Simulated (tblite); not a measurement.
Species: C₅H₉NO₂Si.
Numbering: `[CH3:1][O:2][SiH2:3]/[CH:4]=[C:5](\[C:6]#[N:7])[O:8][CH3:9]` (hydrogens: H10, H11, H12 on C1; H13, H14 on Si3; H15 on C4; H16, H17, H18 on C9)

Computed with GFN2-xTB (tblite), gas phase: L-BFGS steps from a force-field or distance-geometry start until the largest atomic force falls under 0.01 eV/Å.

Geometry at step 34:
```
atom  x, y, z in Å
C1      3.4716    0.0326   -0.3944
O2      2.1099    0.1210   -0.1248
Si3     1.1719   -0.7949    0.8106
C4     -0.5391   -0.0990    0.5129
C5     -1.2880   -0.2249   -0.5888
C6     -0.7329   -0.7180   -1.8032
N7     -0.2990   -1.1224   -2.7847
O8     -2.6165    0.0870   -0.7242
C9     -3.4588   -0.0281    0.4014
H10     3.6767   -0.8380   -1.0192
H11     3.7746    0.9385   -0.9211
H12     4.0461   -0.0311    0.5313
H13     1.3201   -2.2076    0.4596
H14     1.4980   -0.5801    2.2242
H15    -1.0137    0.3636    1.3638
H16    -4.4315    0.3405    0.0822
H17    -3.5535   -1.0791    0.7100
H18    -3.1447    0.5815    1.2529
```

**Question.** What forces act on the atoms?

**Answer.** 
```csv
atom,Fx (eV/Å),Fy (eV/Å),Fz (eV/Å)
C1,0.088,0.103,0.016
O2,-0.048,0.208,-0.158
Si3,0.102,0.091,-0.074
C4,-0.104,-0.031,0.027
C5,-0.054,-0.049,0.067
C6,0.050,-0.087,-0.097
N7,-0.018,0.052,0.132
O8,-0.058,0.010,-0.008
C9,-0.030,0.044,-0.007
H10,0.063,-0.016,0.031
H11,-0.039,-0.012,-0.076
H12,0.051,-0.112,0.023
H13,-0.109,-0.064,0.046
H14,-0.007,-0.075,0.057
H15,-0.079,-0.132,0.158
H16,-0.037,-0.050,-0.119
H17,0.089,0.154,0.015
H18,0.142,-0.037,-0.032
```

The largest, 0.27 eV/Å, acts on O2; the rms over all components is 0.081 eV/Å. The forces sum to zero within rounding, as they must for an isolated molecule in no field.

**Question.** Give the force on O2 in Eh/bohr and in nN.

**Answer.** 0.266 eV/Å ÷ 51.422 = 0.00516 Eh/bohr, and 0.266 eV/Å × 1.602 = 0.43 nN.

**Question.** How far is this geometry from the end of the optimisation?

**Answer.** 0.160 eV above it, and 0.356 Å rms away after alignment. The bonds farthest from their final lengths, with half the difference of the two atoms' forces along the bond (positive lengthens):

```
   bond  now (Å)  final (Å)  force along bond (eV/Å)
  C5–O8    1.371      1.363                    +0.01
 O2–Si3    1.610      1.617                    +0.01
  O8–C9    1.411      1.405                    -0.01
  C1–O2    1.391      1.396                    +0.05
 C9–H17    1.099      1.095                    -0.05
Si3–H13    1.463      1.467                    +0.05
```

The angle farthest from its final value is Si3–C4–C5, 127.4° against 124.1°.

The cost below is that of the whole relaxation. The run took 1.4 s on one thread, Arm Neoverse N1 (aarch64), no GPU, on a shared host.
